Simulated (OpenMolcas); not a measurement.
**Ti2+, Zr2+, Hf2+: d² down the group**

```json
{
  "Program": "OpenMolcas",
  "Method": "SS-CASPT2, IPEA 0.25 Eh, imaginary shift 0.1 Eh",
  "Basis": "ANO-R3",
  "Scalar Hamiltonian": "X2C, finite nucleus",
  "Spin-orbit coupling": "RASSI with atomic mean-field integrals over the reference wave functions, term energies averaged over their components"
}
```

Active space for each ion: 2 electrons in 5 orbitals (d); closed shells correlated by CASPT2: Ti2+ 3s 3p; Zr2+ 4s 4p; Hf2+ 5s 5p.

Computed levels in cm-1 above ³F₂:

```csv
Level,Ti2+,Zr2+,Hf2+
³F₃,195,693,3410
³F₄,448,1499,6450
¹D₂,7750,5250,8200
³P₀,11140,8590,9740
³P₁,11210,8860,11700
³P₂,11350,9360,14470
¹G₄,14370,11050,14710
¹S₀,31660,23520,26260
weight of ³F in the lowest level (%),100,99,90
```

Mixed levels, with the weight of the term that names them: Hf2+ ¹D₂ (74 %).

Measured, with the error of the calculation in %. Measured levels: Ti2+ from Corliss and Sugar, J. Phys. Chem. Ref. Data 8, 1 (1979); Zr2+ from Moore, Atomic Energy Levels, vol. II, NSRDS-NBS 35 (1971 reprint of NBS Circular 467, 1952); NIST levels as listed in Rynkun, Gaigalas and Jonsson, Astron. Astrophys. 637, A10 (2020).

```json
{"Level": "³F₃", "Ti2+": "185 (+5.5)", "Zr2+": "681 (+1.8)"}
{"Level": "³F₄", "Ti2+": "420 (+6.5)", "Zr2+": "1486 (+0.8)"}
{"Level": "¹D₂", "Ti2+": "8474 (-8.5)", "Zr2+": "5742 (-8.6)"}
{"Level": "³P₀", "Ti2+": "10538 (+5.7)", "Zr2+": "8062 (+6.6)"}
{"Level": "³P₁", "Ti2+": "10604 (+5.7)", "Zr2+": "8326 (+6.5)"}
{"Level": "³P₂", "Ti2+": "10721 (+5.8)", "Zr2+": "8838 (+5.9)"}
{"Level": "¹G₄", "Ti2+": "14398 (-0.2)", "Zr2+": "11049 (0)"}
{"Level": "¹S₀", "Ti2+": "32476 (-2.5)", "Zr2+": "23979 (-1.9)"}
```

The fine-structure level ³F₄ changes by a factor of 14.4 from Ti2+ to Hf2+.

Without spin-orbit coupling ¹D lies 7500, 4360, 4170 cm-1 above ³F in that order; the difference to the level ¹D₂, of either sign, comes from spin-orbit coupling, which also lowers the zero.

CASPT2 breaks the degeneracy within a term, and the mean is taken; among the terms shown or strongly mixed into the levels shown the widest spread is 740 cm-1 (4d² ¹G, Zr2+). Levels of configurations with an s electron are missing; early in the row they begin among the upper levels of the d shell and mix with terms of their name (holds for Zr2+). Configurations with an s electron lie low in 5d ions of this charge, fall among these levels and mix in, so low-spin terms can stand far too high, up to twice their true height, and weights are not those of the real levels (holds for Hf2+). Computed and measured levels are paired by configuration, term and J; levels that our copy of the source lacks, or whose pairing is in doubt (as where it misses far off the trend of its configuration), stay unpaired and out of the deviations. Levels of configurations outside the active space are missing.
